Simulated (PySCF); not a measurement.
CH3BrZn (SMILES [CH3][Zn][Br]), singlet, at a GFN2-xTB geometry (such geometries of metal compounds can be far from the true shape). Base run: HF/6-31G, polarisability (PySCF).

PySCF was given this input:
```python
from pyscf import gto, scf
from pyscf.prop import polarizability

mol = gto.Mole()
mol.atom = '''
    Zn    0.80198627    0.31746049   -0.76486492
    Br    2.39498403    0.97732385   -2.28539821
    C    -0.59250728   -0.23373018    0.56778132
    H    -1.11754070   -1.12240048    0.23925444
    H    -1.32531872    0.55154377    0.70890206
    H    -0.14686503   -0.44887207    1.53138623
'''
mol.basis = '6-31g'
mol.verbose = 3
mol.build()

mf = scf.RHF(mol)
mf.kernel()
alpha = mf.Polarizability().polarizability()[2, 2]
print('alpha_zz =', alpha)
```

The base run was repeated with changes; each row names its change, and settings that it needs were set with it.

```json
[
 {"change": "base", "alpha_zz (bohr³)": "45.12", "basis functions": "69", "core-seconds (rough)": "2"},
 {"change": "finite field (a.u.) = 0.001; conv_tol = 1e-6", "alpha_zz (bohr³)": "45.11", "basis functions": "69", "core-seconds (rough)": "2"},
 {"change": "finite field (a.u.) = 2e-4; conv_tol = 1e-6", "alpha_zz (bohr³)": "44.78", "basis functions": "69", "core-seconds (rough)": "2"},
 {"change": "functional = lda,vwn", "alpha_zz (bohr³)": "54.68", "basis functions": "69", "core-seconds (rough)": "7"},
 {"change": "functional = pbe0", "alpha_zz (bohr³)": "50.99", "basis functions": "69", "core-seconds (rough)": "10"},
 {"change": "functional = camb3lyp", "alpha_zz (bohr³)": "50.20", "basis functions": "69", "core-seconds (rough)": "40"},
 {"change": "functional = pbe", "alpha_zz (bohr³)": "54.32", "basis functions": "69", "core-seconds (rough)": "10"},
 {"change": "basis = STO-3G", "alpha_zz (bohr³)": "40.38", "basis functions": "44", "core-seconds (rough)": "0.6"},
 {"change": "finite field (a.u.) = 0.005; conv_tol = 1e-11", "alpha_zz (bohr³)": "45.14", "basis functions": "69", "core-seconds (rough)": "3"},
 {"change": "finite field (a.u.) = 2e-4; conv_tol = 1e-11", "alpha_zz (bohr³)": "45.12", "basis functions": "69", "core-seconds (rough)": "2"},
 {"change": "finite field (a.u.) = 0.001; conv_tol = 1e-11", "alpha_zz (bohr³)": "45.12", "basis functions": "69", "core-seconds (rough)": "3"},
 {"change": "basis = def2-SVPD", "alpha_zz (bohr³)": "59.18", "basis functions": "119", "core-seconds (rough)": "10"}
]
```

Finite-field rows take the second difference of the energy in a field along z; a small field with loose convergence shows SCF noise divided by the square of the field, and a large one adds hyperpolarisability.
